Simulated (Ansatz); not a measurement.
CClF3, septet, at the geometry of the source list (a higher spin typed on purpose: for a closed-shell molecule this is an excited state); SVWN5/def2-SVP (Ansatz, an electronic-structure program).

Here is a job for Ansatz.
Ansatz 0.2 input:
```yaml
crystal:
  periodic: [false, false, false]
  atoms:
    - {symbol: F, position_ang: [-0.57610000, -0.63500000, -1.04370000]}
    - {symbol: C, position_ang: [-0.07440000, -0.00180000, 0.00350000]}
    - {symbol: F, position_ang: [-0.57130000, 1.22370000, 0.02310000]}
    - {symbol: F, position_ang: [-0.47540000, -0.62840000, 1.09700000]}
    - {symbol: Cl, position_ang: [1.69720000, 0.04150000, -0.08000000]}
basis:
  gaussian:
    orbitals: def2-SVP
hamiltonian:
  xc: {name: SVWN5}
magnetization: {spin_polarized: true, initial_magnetization: 6}
```

The log (banner, timings and long lists left out):

```
Functional definition: SVWN5
797 factors; their error is unknown
mean field evaluation 1: about -21553.8613 eV, gradient 4.6e1 eV
mean field evaluation 2: about -21445.7635 eV, gradient 1.5e2 eV
mean field evaluation 4: about -21562.0684 eV, gradient 2.6e1 eV
mean field evaluation 8: about -21562.0671 eV, gradient 2.6e1 eV
mean field evaluation 16: about -21565.9488 eV, gradient 3.6e-1 eV
mean field evaluation 32: about -21566.0000 eV, gradient 8.8e-7 eV
mean field evaluation 64: about -21565.9999 eV, gradient 6.0e-2 eV
mean field evaluation 96: about -21564.7534 eV, gradient 3.2e0 eV
mean field evaluation 128: about -21565.9992 eV, gradient 1.2e-1 eV
mean field -21566.00004690 eV, -792.5358837638 hartree, gradient 8.8e-7 eV, S^2 12.002584; 10 other end points of the search recorded, 0 dependent functions left out
reference -21566.00006298 eV, -792.5358843548 hartree; 28, 22 occupied and 46, 52 virtual orbitals, 797 factors
Total energy: -21566.00006298 eV, -792.5358843548 hartree
```
